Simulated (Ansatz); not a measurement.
```csv
atom,x (Å),y (Å),z (Å)
Li,1.6800,0.0000,0.0000
Li,-0.8400,1.4549,0.0000
Li,-0.8400,-1.4549,0.0000
```

Basis set: pcseg-2 (spherical functions). Charge 0, multiplicity 2.

Computed with Ansatz (development build ahead of 0.2.0); each method stands on the lowest determinant of its kind that the runs found.

The atomization energy at this shape (free ground-state atoms in the same class of orbitals less the molecule, no zero-point energy) of doublet Li₃:

```csv
method,atomization energy
UHF,0.48 eV
```

(1) What does ROHF give?

Answers

(1) 0.22 eV. Caution for UHF: the unrestricted determinant is spin contaminated.

The shape needn't be a minimum at these levels.
